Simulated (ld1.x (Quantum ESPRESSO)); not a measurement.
## Before and after: TM semilocal potential for Cr

ld1.x (Quantum ESPRESSO) 7.5 input, shortened:

```
&input
   title='Cr', zed=24., rel=1, dft='PZ', iswitch=3,
   config='[Ar] 3d5 4s1 4p0'
 /
 &inputp
   pseudotype=1, tm=.true., lloc=1,
   nlcc=.true., rcore=0.95
 /
3
4S  1  0   1.00   0.00  2.80  2.80  0.0
3D  3  2   5.00   0.00  1.00  1.00  0.0
4P  2  1   0.00   0.00  3.00  3.00  0.0
 &test
   configts(1)='3d5 4s1 4p0'
 /
```

All-electron outer shells of the reference configuration (LDA (PZ), scalar-relativistic, ld1.x):

| shell | level (eV) | outermost node (bohr) | outermost maximum (bohr) |
| --- | --- | --- | --- |
| 3s | -73.56 | 0.36 | 0.78 |
| 3p | -45.35 | 0.33 | 0.80 |
| 4s | -4.20 | 1.12 | 2.74 |
| 3d | -3.13 | – | 0.84 |
| 4p | -1.08 | 1.25 | 3.85 |

Change: all radii but the core radius scaled by about 0.79 (s 2.22, p 2.38, d 0.80 bohr).

Cutoffs: the cutoffs (Ry, on a coarse ladder) from which the occupation-weighted sum of valence levels, in a spherical-Bessel basis at the reference potential, stays within 10 and 1 mRy of its value at 400 Ry; they do not see the model core or the augmentation charge, which bear on the density cutoff. Errors are all-electron minus pseudo energies relative to the spin-unpolarised reference configuration.

Q: How do hardness, ghosts and transferability respond?

A: The potential gets harder (180 Ry and 200 Ry → 230 Ry and 300 Ry); the errors of the 9 common tests hardly move; neither file shows a bound ghost. A smaller radius makes the pseudo-wave follow the all-electron one further in, where it bends more sharply, so more plane waves are needed. A semilocal file is local in each channel, so a ghost entry of none says nothing of the separable form that plane-wave codes build from it.

| quantity | base | changed |
| --- | --- | --- |
| cutoff, loose | 180 Ry | 230 Ry |
| cutoff, tight | 200 Ry | 300 Ry |
| loose cutoff by channel (10 mRy a level) | s 6 Ry, d 160 Ry | s 6 Ry, d 200 Ry |
| bound ghosts | none | none |
| error for 3d5 4s0 4p0, meV [ΔE 7.14 eV] | -21 | -22 |
| error for 3d4 4s0 4p0, meV [ΔE 23.48 eV] | -78 | -69 |
| error for 3d3 4s0 4p0, meV [ΔE 54.51 eV] | -795 | -768 |
| error for 3d2 4s0 4p0, meV [ΔE 103.14 eV] | -2996 | -2964 |
| error for 3d5 4s0 4p1, meV [ΔE 3.20 eV] | -4.2 | -4.3 |
| error for 3d4 4s1 4p1, meV [ΔE 3.61 eV] | -119 | -107 |
| error for 3d6 4s0 4p0, meV [ΔE 1.72 eV] | -45 | -48 |
| error for 3d5 4s1 4p0 (spin-polarised), meV [ΔE -4.92 eV] | +278 | +260 |
| error for 3d5 4s0 4p0 (spin-polarised), meV [ΔE 2.68 eV] | +255 | +235 |
